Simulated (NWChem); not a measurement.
Molecule: C₂H₄GeO₂; SMILES [O]1C=[CH][Ge@H]1[OH]

```xyz
9

O     -0.4001     1.7928    -0.7220
Ge     0.0751     0.4000     0.2848
C      0.9949    -1.1415    -0.4310
C     -0.1634    -1.8168    -0.2517
O     -1.1820    -1.0417     0.2224
H     -0.4799     1.5273    -1.6527
H      0.2125     0.9925     1.7002
H      1.9609    -1.4858    -0.7690
H     -0.3958    -2.8690    -0.4195
```
Atoms are numbered in this order, from 1.

All runs use the structure optimised with B3LYP/6-31G* (spherical d).

Problem. Give the principal values of the shielding tensors (ppm) of O1, Ge2, C3, C4, O5 from B3LYP/6-31G* (spherical d), GIAO (NWChem), with their diamagnetic and paramagnetic parts as GIAO splits them.

Solution. 
| atom | σ11 | σ22 | σ33 | isotropic | diamagnetic | paramagnetic |
|---|---|---|---|---|---|---|
| O1 | 165.9 | 258.9 | 279.1 | 234.6 | 387.6 | -152.9 |
| Ge2 | 1392.2 | 1425.1 | 1539.5 | 1452.3 | 2759.7 | -1307.4 |
| C3 | 31.7 | 123.2 | 139.0 | 97.9 | 252.3 | -154.3 |
| C4 | -70.8 | 47.1 | 105.1 | 27.1 | 253.9 | -226.8 |
| O5 | 66.3 | 151.3 | 193.7 | 137.1 | 388.7 | -251.6 |
